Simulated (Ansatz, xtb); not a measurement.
# H7OSi3+: which of two isomers lies lower

We compare X, `[SiH2+]O[SiH2][SiH3]`, a singlet, with Y, `[SiH3][O+]1[SiH2][SiH2]1`, a singlet. Both are isolated ions in the gas phase, relaxed with B3LYP-D3(BJ)/def2-SVP; the shapes shown needn't be the lowest conformers.

X (Å):

```xyz
11

O    -2.3577   -0.2330    0.1070
Si   -3.4241   -0.2117   -1.0381
Si   -1.1568   -0.2694    1.4084
Si   -0.2238    1.8946    1.4073
H    -3.0078   -0.5738   -2.4042
H    -4.8058    0.1864   -0.7164
H    -0.2531   -1.3730    1.0015
H    -1.9616   -0.6356    2.5995
H     0.7995    1.9528    2.4821
H    -1.3452    2.8430    1.6476
H     0.3665    2.1050    0.0574
```

Y (Å):

| atom | x (Å) | y (Å) | z (Å) |
| --- | --- | --- | --- |
| O | -0.5575 | 0.4008 | -0.4420 |
| Si | -0.5546 | -1.2392 | -1.2354 |
| Si | 1.1693 | -0.1602 | -0.2647 |
| Si | -1.6298 | 1.7655 | -0.0679 |
| H | -1.4286 | -2.1510 | -0.4686 |
| H | -0.8529 | -1.0866 | -2.6745 |
| H | 2.0537 | 0.7391 | -1.0347 |
| H | 1.4780 | -0.3253 | 1.1709 |
| H | -2.9691 | 1.2318 | -0.3962 |
| H | -1.1790 | 2.8637 | -0.9494 |
| H | -1.4051 | 2.0243 | 1.3705 |

Which of the two would you expect CCSD(T)/def2-SVP + ΔMP2/def2-TZVPP electronic energies to favour?

Structure Y; the calculation gives E(Y) − E(X) = −0.360 eV.

The same difference at several levels:

```
                             level               geometry  E(Y) − E(X) (eV)  departure from the last row (eV)  job, with rough time for the two
             B3LYP-D3(BJ)/def2-SVP  B3LYP-D3(BJ)/def2-SVP              −0.393                            −0.033             optimisation, 2.1 min
                       HF/def2-SVP  B3LYP-D3(BJ)/def2-SVP              −0.333                            +0.027           part of the CCSD(T) run
                      MP2/def2-SVP  B3LYP-D3(BJ)/def2-SVP              −0.467                            −0.107           part of the CCSD(T) run
                  CCSD(T)/def2-SVP  B3LYP-D3(BJ)/def2-SVP              −0.450                            −0.090                      single point
CCSD(T)/def2-SVP + ΔMP2/def2-TZVPP  B3LYP-D3(BJ)/def2-SVP              −0.360                                                  single point, 22 s
```

As drawn, Y has 1 O–Si more. Structure X has no ring, Y a 3-membered ring.

None of the levels shown reverses the order. The largest departure from CCSD(T)/def2-SVP + ΔMP2/def2-TZVPP is that of MP2/def2-SVP, 0.107 eV. Levels run at GFN2-xTB geometries aren't shown. The last row adds to CCSD(T) the change of the MP2 difference between the two basis sets, here +0.090 eV.

With harmonic frequencies from B3LYP-D3(BJ)/def2-SVP (ideal gas, rigid rotor, one conformer each, 298.15 K, 1 atm): on the last row, ΔE + ΔZPE = −0.317 eV. A mode under 50 cm⁻¹ makes harmonic enthalpies and free energies unreliable, so none is given.

The correlated steps freeze 16 core orbitals. Run with Ansatz 0.2.0; the last row on 2 threads of Arm Neoverse V2 on a shared host.
